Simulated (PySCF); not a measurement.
**Shapes and spin states of HTcN**

Computed with PBE0/[Tc def2-TZVP with ECP28, N def2-TZVP, H def2-TZVP], scalar-relativistic core potentials, density fitting, no spin–orbit coupling, PySCF.

Relaxations began from a few typed shapes and spin states; open shells are unrestricted. The search is not exhaustive: other isomers or separated fragments can lie lower, and high-lying points may rest on an excited occupation.

| spin | group | bonds | angles | imaginary modes (cm⁻¹) | ΔE (kJ/mol) | ΔE with ZPE (kJ/mol) |
| --- | --- | --- | --- | --- | --- | --- |
| doublet | Cs | Tc–H 1.649 Å, Tc–N 1.576 Å | H–Tc–N 99.9° | none | 0.0 | 0.0 |
| quartet | Cs | Tc–H 1.692 Å, Tc–N 1.612 Å | H–Tc–N 112.8° | none | 34.9 | 33.6 |
| doublet | C∞v | Tc–H 1.947 Å, Tc–N 1.569 Å | H–Tc–N 180.0° | 509i, 509i | 112.8 | – |
| quartet | C∞v | Tc–H 1.884 Å, Tc–N 1.654 Å | H–Tc–N 180.0° | 819i, 819i | 159.6 | – |

The lowest minimum found is the doublet Cs: Tc–H 1.649 Å, Tc–N 1.576 Å; H–Tc–N 99.9°.

For the lowest minimum: open d and f shells are described by one determinant, and the ground state may have another occupation or spin.

The electron or spin density has lower symmetry than the nuclear frame for the doublet C∞v at 112.8 kJ/mol.
